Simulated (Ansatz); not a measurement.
Ta2B2, relaxed as a singlet with RKS PBE0-D4/def2-TZVP in Ansatz, starting from packed atoms. Force threshold 0.02 eV/Å.

In the def2 sets Ta takes a core potential; there is no spin–orbit coupling. The relaxation made no stability test and no search for a lower SCF solution. No other spin state of charge 0 was run. The structure comes from a short search, and lower isomers may exist.

Start:

| atom | x (Å) | y (Å) | z (Å) |
| --- | --- | --- | --- |
| Ta1 | 0.018 | -2.193 | -0.394 |
| Ta2 | 0.099 | 2.202 | 0.313 |
| B3 | -1.498 | -0.036 | 0.181 |
| B4 | 1.381 | 0.027 | -0.101 |

Task: Estimate the energy that the relaxation releases and the steps that it takes.

Result: 205.0 kcal/mol, in 12 steps; 28 s on 4 threads of Arm Neoverse V2 on a shared host. No frequencies were taken in this run, so the end may be a saddle point.

Task: Does the start keep its bonding?

Result: Bonds formed: Ta1–Ta2 (atoms count from 1). The end is the same structure that another start reached.

Task: Predict the relaxed structure.

Result: 
```
atom    x (Å)    y (Å)    z (Å)
 Ta1  -0.0769  -1.1321  -0.8162
 Ta2  -0.0418   1.3477  -0.3681
  B3  -0.9902  -0.1120   0.6978
  B4   1.1088  -0.1036   0.4865
```
Bond lengths (bridged metal pairs left out): 4 × B–Ta 2.04 Å; 1 × Ta–Ta 2.52 Å.
